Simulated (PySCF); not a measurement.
# Pt+: excitation energy

Pt+ [Xe] 4f14 5d9 (2D) → Pt+ [Xe] 4f14 5d8 6p1 (high-spin determinant), as a difference of total energies. All numbers are calculated (PySCF 2.14, the spin-free X2C one-electron Hamiltonian (Gaussian nucleus), in x2c-TZVPPall (11s7p7d3f1g, 97 functions)). Correlated levels: valence: [Xe] 4f14 frozen; valence and next inner shell: [Kr] 4d10 4f14 frozen. The calculations carry no spin-orbit coupling.

```csv
method,excitation energy (cm⁻¹)
UHF,53031
LDA,62799
PBE,60406
PBE0,60043
r2SCAN,59129
PBEsol,61036
LC-wPBE,60564
MN15,60915
MP2 (valence),61533
SCS-MP2 (valence),62048
MP2 (valence and next inner shell),62092
SCS-MP2 (valence and next inner shell),61841
```

A first-order spin-orbit estimate (lowest level to lowest level, LS coupling) adds -0.065 eV.

The basis was made for the ground configuration and has no added diffuse functions, so the excitation energy can come out too high.

The determinant of the upper state mixes LS terms, which raises its energy above the lowest term, most at the Hartree-Fock and MP2 levels.
